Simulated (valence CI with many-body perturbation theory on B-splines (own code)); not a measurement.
# Au LXXIV: electric-dipole lines

Computed by valence CI with perturbative core correlation (CI+MBPT): four valence electrons over a frozen Dirac-Fock core [He], radial functions for each j: 11 s, 11 p, 9 d, 7 f, 5 g, 2 h, 1 i, with the one-electron correlation potential Σ1, the two-electron term Σ2, the three-electron term Σ3, Breit, model QED; selected CI, second order for the rest (own B-spline code, finite nucleus).

No measured spectrum was set against this ion. As an estimate, large intervals hold to a few tenths of a per cent, small ones and those within an open d or f shell to about a per cent. Among the levels kept, up to 300 cm⁻¹ of a level comes from second order outside the variational space, and about a tenth of that is noise between levels of different J, which matters for small intervals.

Lines 1 to 50 of 255 in falling wavelength, among levels below 124180 × 10³ cm⁻¹, chosen from the strongest by gf and those to the six lowest levels. Wavelengths and rates use the calculated energies. Electric multipoles are in the length gauge, E1 and E2 with the static RPA response of the core. Weak lines are less certain than strong ones. Lines between different terms over intervals too small for the method are left out, as are lines whose strength nearly cancels. The highest levels of a list are the least certain.

Levels are named by their leading jj configuration (3d3/2^4 stands for four electrons in 3d with j = 3/2), which in mixed levels can hold well under half, so a name can repeat and another be missing. Letters in brackets count levels of one name in rising energy.

| λ vac (nm) | Upper | Lower | A (s⁻¹) | S (a.u.) with core polarisation | S without |
| --- | --- | --- | --- | --- | --- |
| 5.511 | (2s 2p1/2 2p3/2 3d5/2) J=5 | (2s 2p1/2 2p3/2 3p3/2) J=4 | 9.03e+10 | 8.20e-02 | 8.21e-02 |
| 5.479 | (2s 2p1/2^2 3d5/2) J=3 | (2s 2p1/2^2 3p3/2) J=2 | 9.22e+10 | 5.24e-02 | 5.24e-02 |
| 5.436 | (2s 2p1/2 2p3/2 3d5/2) J=4 [a] | (2s 2p1/2 2p3/2 3p3/2) J=3 [a] | 8.67e+10 | 6.18e-02 | 6.18e-02 |
| 5.425 | (2s 2p1/2 2p3/2 3d5/2) J=4 [b] | (2s 2p1/2 2p3/2 3p3/2) J=3 [b] | 7.43e+10 | 5.27e-02 | 5.27e-02 |
| 5.423 | (2s^2 2p3/2 3d5/2) J=3 | (2s^2 2p3/2 3p3/2) J=2 | 5.92e+10 | 3.26e-02 | 3.26e-02 |
| 5.412 | (2s 2p1/2 2p3/2 3d5/2) J=3 [a] | (2s 2p1/2 2p3/2 3p3/2) J=2 [a] | 6.12e+10 | 3.35e-02 | 3.35e-02 |
| 5.404 | (2s^2 2p3/2 3d5/2) J=4 | (2s^2 2p3/2 3p3/2) J=3 | 6.35e+10 | 4.45e-02 | 4.45e-02 |
| 5.390 | (2s 2p1/2 2p3/2 3d5/2) J=3 [c] | (2s 2p1/2 2p3/2 3p3/2) J=2 [c] | 7.53e+10 | 4.08e-02 | 4.08e-02 |
| 5.314 | (2s 2p1/2 2p3/2 3d5/2) J=4 [c] | (2s 2p1/2 2p3/2 3p3/2) J=3 [c] | 9.49e+10 | 6.33e-02 | 6.33e-02 |
| 5.256 | (2s^2 2p1/2 3d5/2) J=3 | (2s^2 2p1/2 3p3/2) J=2 | 9.60e+10 | 4.81e-02 | 4.81e-02 |
| 5.174 | (2s 2p1/2^2 3d5/2) J=2 | (2s 2p1/2^2 3p3/2) J=1 | 9.60e+10 | 3.28e-02 | 3.28e-02 |
| 4.782 | (2s 2p1/2 2p3/2^2) J=2 [a] | (2s^2 2p3/2^2) J=2 | 3.00e+09 | 8.10e-04 | 8.11e-04 |
| 4.065 | (2s 2p1/2 2p3/2^2) J=3 | (2s^2 2p3/2^2) J=2 | 1.81e+10 | 4.20e-03 | 4.20e-03 |
| 3.884 | (2s 2p1/2^2 2p3/2) J=2 | (2s^2 2p1/2 2p3/2) J=2 | 1.73e+10 | 2.50e-03 | 2.50e-03 |
| 3.675 | (2s 2p1/2^2 2p3/2) J=2 | (2s^2 2p1/2 2p3/2) J=1 | 2.24e+10 | 2.74e-03 | 2.74e-03 |
| 3.091 | (2s 2p1/2 2p3/2^2) J=1 [a] | (2s^2 2p3/2^2) J=2 | 3.64e+10 | 1.59e-03 | 1.59e-03 |
| 3.028 | (2s 2p1/2 2p3/2^2) J=2 [b] | (2s^2 2p3/2^2) J=2 | 2.96e+10 | 2.03e-03 | 2.03e-03 |
| 2.985 | (2s 2p1/2^2 2p3/2) J=1 | (2s^2 2p1/2 2p3/2) J=2 | 6.56e+10 | 2.59e-03 | 2.59e-03 |
| 2.860 | (2s 2p1/2^2 2p3/2) J=1 | (2s^2 2p1/2 2p3/2) J=1 | 1.46e+10 | 5.05e-04 | 5.06e-04 |
| 1.977 | (2s 2p1/2 2p3/2 3d3/2) J=3 [b] | (2s 2p1/2 2p3/2 3p1/2) J=2 [b] | 7.42e+11 | 1.98e-02 | 1.98e-02 |
| 1.968 | (2s 2p1/2 2p3/2 3d3/2) J=2 [d] | (2s 2p1/2 2p3/2 3p1/2) J=1 [c] | 9.74e+11 | 1.83e-02 | 1.83e-02 |
| 1.954 | (2s^2 2p1/2 3d3/2) J=1 | (2s^2 2p1/2 3p1/2) J=0 | 1.01e+12 | 1.12e-02 | 1.12e-02 |
| 1.950 | (2s 2p1/2 2p3/2 3d3/2) J=2 [b] | (2s 2p1/2 2p3/2 3p1/2) J=2 [b] | 1.09e+12 | 2.00e-02 | 2.00e-02 |
| 1.919 | (2s 2p1/2 2p3/2 3d3/2) J=1 [b] | (2s 2p1/2 2p3/2 3p1/2) J=2 [b] | 1.49e+12 | 1.56e-02 | 1.56e-02 |
| 1.908 | (2s^2 2p3/2 3d3/2) J=2 | (2s^2 2p3/2 3p1/2) J=2 | 7.97e+11 | 1.37e-02 | 1.37e-02 |
| 1.906 | (2s 2p1/2 2p3/2 3d3/2) J=2 [a] | (2s 2p1/2 2p3/2 3p1/2) J=2 [a] | 8.13e+11 | 1.39e-02 | 1.39e-02 |
| 1.904 | (2s^2 2p3/2 3d3/2) J=2 | (2s^2 2p3/2 3p1/2) J=1 | 8.28e+11 | 1.41e-02 | 1.41e-02 |
| 1.897 | (2s 2p1/2^2 3d3/2) J=1 | (2s 2p1/2^2 3p1/2) J=0 | 1.13e+12 | 1.15e-02 | 1.15e-02 |
| 1.894 | (2s 2p1/2 2p3/2 3p3/2) J=1 [a] | (2s 2p1/2 2p3/2 3s) J=1 [a] | 1.96e+12 | 1.97e-02 | 1.97e-02 |
| 1.891 | (2s 2p1/2^2 3p3/2) J=1 | (2s 2p1/2^2 3s) J=0 | 1.67e+12 | 1.67e-02 | 1.67e-02 |
| 1.888 | (2s 2p1/2 2p3/2 3d3/2) J=2 [c] | (2s 2p1/2 2p3/2 3p1/2) J=1 [b] | 1.17e+12 | 1.94e-02 | 1.94e-02 |
| 1.882 | (2s^2 2p3/2 3d3/2) J=3 | (2s^2 2p3/2 3p1/2) J=2 | 1.69e+12 | 3.90e-02 | 3.90e-02 |
| 1.879 | (2s 2p1/2 2p3/2 3d3/2) J=3 [c] | (2s 2p1/2 2p3/2 3p1/2) J=2 [c] | 1.70e+12 | 3.90e-02 | 3.90e-02 |
| 1.877 | (2s 2p1/2^2 3d3/2) J=2 | (2s 2p1/2^2 3p1/2) J=1 | 1.68e+12 | 2.74e-02 | 2.74e-02 |
| 1.876 | (2s 2p1/2 2p3/2 3d3/2) J=3 [a] | (2s 2p1/2 2p3/2 3p1/2) J=2 [a] | 1.54e+12 | 3.52e-02 | 3.52e-02 |
| 1.874 | (2s 2p1/2 2p3/2 3d3/2) J=2 [a] | (2s 2p1/2 2p3/2 3p1/2) J=1 [a] | 8.55e+11 | 1.39e-02 | 1.39e-02 |
| 1.874 | (2s^2 2p1/2 3d3/2) J=2 | (2s^2 2p1/2 3p1/2) J=1 | 1.70e+12 | 2.77e-02 | 2.77e-02 |
| 1.871 | (2s 2p1/2 2p3/2 3p3/2) J=2 [b] | (2s 2p1/2 2p3/2 3s) J=2 [b] | 1.71e+12 | 2.77e-02 | 2.77e-02 |
| 1.870 | (2s^2 2p3/2 3p3/2) J=1 | (2s^2 2p3/2 3s) J=1 | 2.12e+12 | 2.05e-02 | 2.05e-02 |
| 1.869 | (2s 2p1/2 2p3/2 3d3/2) J=4 | (2s 2p1/2 2p3/2 3p1/2) J=3 | 1.68e+12 | 4.88e-02 | 4.88e-02 |
| 1.865 | (2s^2 2p3/2 3d3/2) J=1 | (2s^2 2p3/2 3p1/2) J=1 | 1.43e+12 | 1.37e-02 | 1.37e-02 |
| 1.864 | (2s 2p1/2 2p3/2 3d3/2) J=1 [a] | (2s 2p1/2 2p3/2 3p1/2) J=1 [a] | 1.47e+12 | 1.41e-02 | 1.41e-02 |
| 1.862 | (2s 2p1/2 2p3/2 3p3/2) J=2 [c] | (2s 2p1/2 2p3/2 3s) J=1 [c] | 2.24e+12 | 3.57e-02 | 3.57e-02 |
| 1.862 | (2s 2p1/2 2p3/2 3p3/2) J=3 [c] | (2s 2p1/2 2p3/2 3s) J=2 [c] | 2.27e+12 | 5.05e-02 | 5.05e-02 |
| 1.860 | (2s 2p1/2 2p3/2 3d3/2) J=1 [c] | (2s 2p1/2 2p3/2 3p1/2) J=0 | 1.13e+12 | 1.07e-02 | 1.07e-02 |
| 1.845 | (2s 2p1/2 2p3/2 3d3/2) J=3 [b] | (2s 2p1/2 2p3/2 3p1/2) J=3 | 8.81e+11 | 1.91e-02 | 1.91e-02 |
| 1.844 | (2s^2 2p3/2 3p3/2) J=3 | (2s^2 2p3/2 3s) J=2 | 2.71e+12 | 5.88e-02 | 5.88e-02 |
| 1.840 | (2s 2p1/2 2p3/2 3p3/2) J=3 [a] | (2s 2p1/2 2p3/2 3s) J=2 [a] | 2.68e+12 | 5.76e-02 | 5.76e-02 |
| 1.838 | (2s 2p1/2 2p3/2 3p3/2) J=2 [a] | (2s 2p1/2 2p3/2 3s) J=1 [a] | 9.49e+11 | 1.45e-02 | 1.45e-02 |
| 1.832 | (2s 2p1/2 2p3/2 3p3/2) J=3 [b] | (2s 2p1/2 2p3/2 3s) J=2 [b] | 9.79e+11 | 2.08e-02 | 2.08e-02 |
